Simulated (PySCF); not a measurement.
## Correlation energy of Zn⁺ (zinc, charge +1)

[Ar] 3d10 4s1, 2S determinant. Calculation: PySCF 2.14, in aug-cc-pVDZ-PP with ECP10MDF; a scalar-relativistic core potential. Frozen: 3s2 3p6; 11 electrons correlated.

```csv
level,correlation energy (mhartree)
CCSD,-380.71
(T),-9.34
CCSD(T),-390.05
```

Diagnostics: T1 = 0.011, D1 = 0.0259, largest double amplitude 0.018.

Cost of the coupled-cluster step: of the order of 5 core-seconds, for 11 correlated electrons.
